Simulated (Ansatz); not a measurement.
Gas-phase electronic energies from Ansatz, PBE0-D4/def2-TZVP geometries. CBS: MP2 limit from def2 TZ/QZ plus the TZ coupled-cluster correction, frozen cores. DFT in def2-TZVPP. def2 core potentials past Kr. For Br, Sn outer-core shells are correlated without core-valence functions, which leaves a few kJ/mol of doubt a bond. Scalar relativity is left out up to krypton. One conformer a species, not always the lowest.

Consider the ligand exchange at the Sn–O bond: `[OH][SnH2][O][SiH3]` + HBr → `[OH][SnH2][Br]` + silanol.

CCSD(T)/CBS gives -62.3 kJ/mol.

Problem. Another level gave -65.7 kJ/mol. Which?
A. PBE0-D4/def2-TZVPP
B. CAM-B3LYP-D4/def2-TZVPP
C. BLYP/def2-TZVPP
D. RPA@PBE/def2-TZVPP

Solution. C. BLYP -65.7, PBE0-D4 -71.5, CAM-B3LYP-D4 -60.0, RPA@PBE/def2-TZVPP -50.3 kJ/mol.

Largest T1 diagnostic among the species: 0.014.

In def2-TZVPP, CCSD(T) changes the Hartree–Fock value by +14.9 kJ/mol (the triples alone add +1.7 kJ/mol) and MP2 by +11.1 kJ/mol. The D4 term adds +4.3 kJ/mol with B3LYP and +2.6 kJ/mol with PBE0; it sums over pairs of atoms, weighted by their polarisabilities, and B3LYP, whose exchange is more repulsive, gets the larger term.

B3LYP here is the variant with VWN-RPA as its local correlation; programs differ in this.
